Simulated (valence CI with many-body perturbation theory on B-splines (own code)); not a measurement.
## Sn⁴⁴⁺: calculated level list

Computed by relativistic CI+MBPT: four valence electrons over a frozen Dirac-Fock core [He], radial functions for each j: 11 s, 11 p, 10 d, 8 f, 5 g, 2 h, with the one-electron correlation potential Σ1, the two-electron term Σ2, the three-electron term Σ3, Breit, model QED; selected CI, second order for the rest, scaled by the run's own slope (own B-spline code, finite nucleus).

The last digits are not significant, and no measured levels were compared; by estimate large intervals hold to a few tenths of a per cent, small ones and those within an open d or f shell to about a per cent. Among the levels kept, up to 840 cm⁻¹ of a level comes from second order outside the variational space, and about a tenth of that is noise between levels of different J, which matters for small intervals.

Levels 46 to 90 of 205, with energies above the lowest level, (2s^2 2p1/2^2) J=0. "Leading %" is the weight of the configuration and term that name the level; weights of strongly mixed levels are sums over their largest components and can fall short. In the jj column 3d3/2^4 stands for four electrons in 3d with j = 3/2. Lifetimes count E1, E2, E3, M1 and M2 decay at the calculated energies, and are blank where another channel may lead or the interval is too uncertain; long ones can be off by a factor of two.

```csv
No.,Configuration,Term,J,E (Ry),Leading %,g,Lifetime,Leading jj
46,2s²2p3p,³D,3,338.62,70,1.360,190 fs,2s^2 2p3/2 3p3/2 (70 %)
47,2s2p²3s,³P,1,338.74,36,1.455,39.9 fs,2s 2p1/2 2p3/2 3s (51 %)
48,2s2p²3s,³P,1,339.25,35,1.489,39.7 fs,2s^2 2p3/2 3p3/2 (49 %)
49,2s²2p3p,³P,2,340.07,38,1.291,59.6 fs,2s^2 2p3/2 3p3/2 (65 %)
50,2s2p²3s,³D,3,340.24,35,1.435,62.2 fs,2s 2p1/2 2p3/2 3s (68 %)
51,2s2p²3s,³P,2,341.32,30,1.271,28.8 fs,2s 2p1/2 2p3/2 3s (69 %)
52,2s²2p3p,¹S,0,341.46,63,,112 fs,2s^2 2p3/2 3p3/2 (87 %)
53,2s2p²3p,⁵P°,1,341.49,40,1.900,28.9 fs,2s 2p1/2 2p3/2 3p1/2 (99 %)
54,2s2p²3p,⁵D°,2,342.07,46,1.374,11.9 fs,2s 2p1/2 2p3/2 3p1/2 (96 %)
55,2s²2p3d,³D°,2,343.35,40,1.007,3.97 fs,2s^2 2p3/2 3d3/2 (89 %)
56,2s²2p3d,³F°,3,343.39,25,1.183,3.33 fs,2s 2p1/2 2p3/2 3p1/2 (48 %)
57,2s2p²3s,³D,1,343.50,66,0.718,20.7 fs,2s 2p1/2 2p3/2 3s (97 %)
58,2s2p²3s,³P,1,343.82,57,1.568,29.3 fs,2s 2p1/2 2p3/2 3s (94 %)
59,2s2p²3s,¹D,2,343.89,35,1.201,36.6 fs,2s 2p1/2 2p3/2 3s (96 %)
60,2s2p²3s,³P,0,343.91,86,,20.3 fs,2s 2p1/2 2p3/2 3s (85 %)
61,2s²2p3d,³P°,1,343.95,60,1.124,2.81 fs,2s^2 2p3/2 3d3/2 (96 %)
62,2s²2p3d,³P°,0,344.03,97,,3.41 fs,2s^2 2p3/2 3d3/2 (97 %)
63,2s²2p3d,³F°,3,344.17,24,1.211,29.6 fs,2s 2p1/2 2p3/2 3p1/2 (49 %)
64,2s²2p3d,³F°,4,344.32,97,1.241,61.6 ps,2s^2 2p3/2 3d5/2 (97 %)
65,2s²2p3d,³P°,2,344.98,49,1.274,3.92 fs,2s^2 2p3/2 3d5/2 (92 %)
66,2s2p²3p,³P°,2,345.29,38,1.535,26.6 fs,2s 2p1/2 2p3/2 3p1/2 (96 %)
67,2s²2p3d,¹F°,3,345.89,49,1.158,1.95 fs,2s^2 2p3/2 3d5/2 (86 %)
68,2s²2p3d,¹P°,1,346.33,65,1.049,2.96 fs,2s^2 2p3/2 3d5/2 (96 %)
69,2s2p²3p,⁵D°,3,346.92,50,1.508,72.5 fs,2s 2p1/2 2p3/2 3p3/2 (98 %)
70,2s2p²3p,³D°,1,347.12,63,0.952,67.7 fs,2s 2p1/2 2p3/2 3p1/2 (78 %)
71,2s2p²3p,³P°,0,347.14,42,,65.5 fs,2s 2p1/2 2p3/2 3p1/2 (89 %)
72,2s2p²3p,³F°,2,347.16,49,0.898,33.1 fs,2s 2p1/2 2p3/2 3p1/2 (97 %)
73,2s2p²3p,³P°,1,347.41,28,1.523,10.0 fs,2s 2p1/2 2p3/2 3p3/2 (81 %)
74,2s2p²3p,³D°,2,348.06,49,1.442,13.1 fs,2s 2p1/2 2p3/2 3p3/2 (97 %)
75,2s2p²3p,³P°,0,348.80,91,,7.16 fs,2s 2p1/2 2p3/2 3p3/2 (93 %)
76,2s2p²3p,³F°,4,349.04,52,1.354,3.82 ps,2s 2p1/2 2p3/2 3p3/2 (97 %)
77,2s2p²3p,³D°,1,349.19,33,1.103,24.1 fs,2s 2p1/2 2p3/2 3p1/2 (96 %)
78,2s2p²3p,³P°,2,349.51,52,1.395,14.2 fs,2s 2p1/2 2p3/2 3p3/2 (96 %)
79,2s2p²3p,¹P°,1,350.09,39,1.211,7.76 fs,2s 2p1/2 2p3/2 3p3/2 (93 %)
80,2s2p²3p,³D°,3,350.29,48,1.303,14.2 fs,2s 2p1/2 2p3/2 3p3/2 (97 %)
81,2s2p²3d,⁵F,2,350.77,45,1.188,10.3 fs,2s 2p1/2 2p3/2 3d3/2 (98 %)
82,2s2p²3d,⁵D,1,350.83,54,1.220,14.2 fs,2s 2p1/2 2p3/2 3d3/2 (98 %)
83,2s2p²3d,⁵D,0,350.84,86,,61.3 fs,2s 2p1/2 2p3/2 3d3/2 (99 %)
84,2s2p²3d,⁵F,3,351.19,59,1.239,9.61 fs,2s 2p1/2 2p3/2 3d3/2 (86 %)
85,2s2p²3d,⁵F,4,351.89,55,1.366,132 fs,2s 2p1/2 2p3/2 3d5/2 (94 %)
86,2s2p²3p,³D°,2,352.54,35,1.316,23.7 fs,2s 2p1/2 2p3/2 3p3/2 (90 %)
87,2s2p²3p,³F°,3,352.83,41,1.158,22.4 fs,2s 2p1/2 2p3/2 3p3/2 (98 %)
88,2s2p²3d,³F,4,352.93,39,1.239,2.27 ps,2s 2p1/2 2p3/2 3d3/2 (79 %)
89,2s2p²3d,³F,2,353.10,27,1.267,5.00 fs,2s 2p1/2 2p3/2 3d5/2 (96 %)
90,2s2p²3d,³F,3,353.10,37,1.313,3.97 fs,2s 2p1/2 2p3/2 3d3/2 (54 %)
```
